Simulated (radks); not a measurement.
Q: The table gives one normalised radial function P(r) = r R(r) of La4+ in [Kr] 4d10 5p5 6p2 (r in bohr). Calculated with a radial shooting solver on a logarithmic mesh with Libxc functionals: non-relativistic Kohn-Sham, SCAN, spin-unpolarised, spherical densities, point nucleus; meta-GGA in the generalised Kohn-Sham scheme; relativity is left out, which matters for an element this heavy.

r	P
0.00185	0.0000
0.002154	0.0001
0.002487	0.0001
0.002895	0.0001
0.003371	0.0002
0.003893	0.0004
0.004532	0.0005
0.005234	0.0008
0.006093	0.0013
0.007093	0.0020
0.008192	0.0030
0.009537	0.0047
0.0111	0.0071
0.01282	0.0106
0.01493	0.0162
0.01724	0.0238
0.02007	0.0357
0.02336	0.0531
0.02698	0.0766
0.03141	0.1117
0.03628	0.1579
0.04223	0.2244
0.04916	0.3139
0.05678	0.4246
0.0661	0.5720
0.07695	0.7529
0.08887	0.9536
0.1035	1.1891
0.1195	1.4232
0.1391	1.6592
0.1619	1.8551
0.187	1.9763
0.2177	2.0096
0.2534	1.9280
0.2927	1.7454
0.3407	1.4631
0.3935	1.1483
0.4581	0.8134
0.5333	0.5208
0.6159	0.3080
0.717	0.1565
0.8281	0.0722
0.964	0.0269
1.122	0.0084
1.296	0.0023
1.509	0.0005
1.757	0.0001
2.029	0.0000
2.362	0.0000
2.727	0.0000
3.175	0.0000
3.696	0.0000
4.269	0.0000
4.97	0.0000
5.786	0.0000
6.682	0.0000
7.779	0.0000
8.983	0.0000
10.46	0.0000

Which n and l does it have? It may be an empty orbital.

A: n = 3, l = 2: the number of nodes gives n - l - 1 = 0, the rise at small r (about r^(l+1)) gives l, and the extent must fit the shell. The curve is that of 3d. 3d: eigenvalue -892.57 eV, 0 radial nodes, <r> = 0.261 bohr, 90 % of the charge inside 0.407 bohr.
